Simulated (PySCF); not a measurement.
# What a mistake does to a calculation on AlCGeH6O cation

Calculated results; nothing here was measured. The program is PySCF 2.14.0, an open-source quantum chemistry code, run on an isolated molecule that a program drew, which may never have been made. The molecule is AlCGeH6O cation (charge +1, singlet), drawn as the SMILES string `[OH][Al+][CH2][GeH3]`.

Each row is a Hartree-Fock (HF) and frozen-core CCSD(T) single point in the cc-pV(D+d)Z basis, meant for a local HF minimum. Run 1 is clean. Each other run has one planted mistake out of seven kinds, and not every kind appears here: one electron removed, one electron added, multiplicity raised by two, geometry at a saddle point, minimal basis STO-3G, one bond length entered in bohr, all coordinates scaled. The reference is restricted for singlets and unrestricted otherwise, and also for a bond in bohr. Adding or removing an electron swaps singlet and doublet. Electrons count all cores. HOMO and LUMO are orbital energies over both spins, the gradient is its largest component, and the lowest frequency (negative if imaginary) is given only where the gradient is small. Bond lengths are over the 9 bonds as drawn. T1 is the CCSD diagnostic: over 0.02 (restricted) or 0.045 (unrestricted) a single reference is doubtful. Germanium has the cc-pVDZ-PP basis, with a core potential (ECP10MDF) in place of its 10 inner electrons, and its 3s, 3p and 3d shells are frozen in CCSD(T).

Geometry of the clean run:
```xyz
10
AlCGeH6O cation, angstrom
O     0.8118   -2.6670   -0.9167
Al    0.3532   -1.2558   -0.3203
C    -0.2312    0.3972    0.4142
Ge   -1.8422    0.3622    1.6366
H     1.0877   -3.4947   -1.2717
H    -0.4439    1.0614   -0.4310
H     0.6189    0.8183    0.9625
H    -2.9995   -0.2124    0.8270
H    -1.4885   -0.5473    2.8081
H    -2.0756    1.8016    2.0573
```

| run | electrons | basis functions | <S^2> | HOMO (eV) | LUMO (eV) | gradient (hartree/bohr) | lowest frequency (cm^-1) | mean bond (Å) | longest bond (Å) | T1 | HF (hartree) | CCSD(T) (hartree) | mistake |
|---|---|---|---|---|---|---|---|---|---|---|---|---|---|
| 1 | 64 | 104 | 0.000 | -16.41 | -3.70 | 4.6e-05 | 82 | 1.4693 | 2.023 | 0.0136 | -651.32527 | -651.85698 | no fault |
| 2 | 64 | 104 | 0.000 | -16.33 | -3.76 | 1.2e-02 | - | 1.4869 | 2.047 | 0.0140 | -651.32394 | -651.85780 | all coordinates scaled |
| 3 | 64 | 104 | 2.024 | -11.05 | -7.77 | 7.7e-02 | - | 1.4693 | 2.023 | 0.0247 | -651.14647 | -651.66093 | ? |
| 4 | 65 | 104 | 0.761 | -5.02 | 1.91 | 5.0e-02 | - | 1.4693 | 2.023 | 0.0210 | -651.48482 | -652.03419 | ? |

**Which mistake was planted in run 3, and what did it cost?**

Electrons, basis and geometry are unchanged, and <S^2> is 2.024, beside S(S+1) = 2.00 for a multiplicity of 3. So the mistake is: multiplicity raised by two. Subtracting run 1 and multiplying by 627.51 kcal/mol a hartree, the energy moved by 112.2 kcal/mol in HF and 123.0 kcal/mol in CCSD(T).

**Which mistake was planted in run 4, and what did it cost?**

It counts 65 electrons, one more than the clean run, at the same geometry and basis. So the mistake is: one electron added. Subtracting run 1 and multiplying by 627.51 kcal/mol a hartree, the energy moved by -100.1 kcal/mol in HF and -111.2 kcal/mol in CCSD(T).

